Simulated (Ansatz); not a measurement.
Input file for C$_{9}$H$_{17}$HfNO$_{2}$, SMILES `CC[C@@]12[C@H]3[C@H]4[C@H]5[C@@H]1[Hf]4532([NH2])([O]C)[O]C`:

```yaml
crystal:
  periodic: [false, false, false]
  atoms:
    - {symbol: C, position_ang: [-1.830363, -2.348057, 0.824033]}
    - {symbol: C, position_ang: [-2.494451, -0.987623, 0.679507]}
    - {symbol: C, position_ang: [-1.752739, -0.025339, -0.195263]}
    - {symbol: C, position_ang: [-1.077553, -0.320117, -1.399774]}
    - {symbol: C, position_ang: [-0.562761, 0.884234, -1.935582]}
    - {symbol: C, position_ang: [-0.926020, 1.935034, -1.067264]}
    - {symbol: C, position_ang: [-1.645445, 1.373439, 0.006584]}
    - {symbol: Hf, position_ang: [0.739343, 0.487769, 0.155298]}
    - {symbol: N, position_ang: [0.315205, 0.355147, 2.165543]}
    - {symbol: O, position_ang: [1.711282, -1.138441, -0.245173]}
    - {symbol: C, position_ang: [1.987414, -2.436572, -0.625961]}
    - {symbol: O, position_ang: [2.071456, 1.877656, -0.035050]}
    - {symbol: C, position_ang: [2.743761, 3.065595, -0.241135]}
    - {symbol: H, position_ang: [-2.430790, -3.007264, 1.454687]}
    - {symbol: H, position_ang: [-0.842290, -2.245726, 1.279051]}
    - {symbol: H, position_ang: [-1.710326, -2.840251, -0.143958]}
    - {symbol: H, position_ang: [-3.505468, -1.115835, 0.274014]}
    - {symbol: H, position_ang: [-2.625531, -0.536570, 1.667534]}
    - {symbol: H, position_ang: [-0.956675, -1.301224, -1.835695]}
    - {symbol: H, position_ang: [0.013556, 0.979189, -2.845120]}
    - {symbol: H, position_ang: [-0.666399, 2.976951, -1.185844]}
    - {symbol: H, position_ang: [-2.047030, 1.915366, 0.851293]}
    - {symbol: H, position_ang: [-0.558845, 0.487062, 2.648318]}
    - {symbol: H, position_ang: [1.035722, 0.175913, 2.852142]}
    - {symbol: H, position_ang: [1.275765, -2.794070, -1.382971]}
    - {symbol: H, position_ang: [2.995340, -2.511546, -1.051969]}
    - {symbol: H, position_ang: [1.932013, -3.118643, 0.231855]}
    - {symbol: H, position_ang: [2.884314, 3.606478, 0.703073]}
    - {symbol: H, position_ang: [3.734219, 2.882870, -0.675763]}
    - {symbol: H, position_ang: [2.193264, 3.724565, -0.926421]}
basis:
  gaussian: {orbitals: def2-TZVPP}
correlation: {method: ccsd_t}
output: {orbitals: {seedname: orbitals}}
```

```sh
$ ansatz run in.yaml --threads 11 --pin off --events-out ev --progress --plain --max-ram 110592MiB --backend cuda --devices 0, --max-vram 75GiB
```

Output of Ansatz, abridged:

```
Functional definition: HF
3979 factors; integrals over basis functions are off by at most 1.2e-3 eV
mean field evaluation 1: about -16388.6928 eV, gradient 7.6e1 eV
mean field evaluation 2: about -16389.3573 eV, gradient 7.6e1 eV
mean field evaluation 4: about -16401.8199 eV, gradient 8.0e0 eV
mean field evaluation 8: about -16402.0114 eV, gradient 6.6e-1 eV
mean field -16402.01250596 eV, -602.7628419106 hartree, gradient 2.3e-6 eV, S^2 0.000000; 0 other end points of the search recorded, 0 dependent functions left out
12 core orbitals not correlated: weight in the atoms' cores, before any rotation towards them, 1.000 or more for the frozen orbitals, at most 0.000 for the correlated occupied ones
reference -16402.01250596 eV, -602.7628419106 hartree; 41, 41 occupied and 613, 613 virtual orbitals, 3979 factors
second order -69.41295347 eV of doubles, -0.00000000 eV of singles
cycle   1  -68.68190385 eV  change    7.3e-1 eV  update   2.1e-1
cycle   2  -70.36401692 eV  change    -1.7e0 eV  update   7.1e-2
cycle   3  -70.82445736 eV  change   -4.6e-1 eV  update   3.5e-2
cycle   4  -70.81507054 eV  change    9.4e-3 eV  update   9.7e-3
cycle   5  -70.80453256 eV  change    1.1e-2 eV  update   4.7e-3
cycle   6  -70.80760460 eV  change   -3.1e-3 eV  update   1.6e-3
cycle   7  -70.80733900 eV  change    2.7e-4 eV  update   6.2e-4
cycle   8  -70.80670716 eV  change    6.3e-4 eV  update   2.2e-4
cycle   9  -70.80673482 eV  change   -2.8e-5 eV  update   6.9e-5
perturbative correction -3.24454341 eV, -0.1192347712 hartree
Total energy: -16476.06378419 eV, -605.4841761918 hartree
```

Run time 3.8 min (11 threads of an AMD EPYC 7R13 on a shared host and a whole NVIDIA H100 80 GB); peak host memory 4.6 GiB.

MP2 recovers 93.7 % of the CCSD(T) correlation energy and the triples give 4.4 %; T1 = 0.0130.
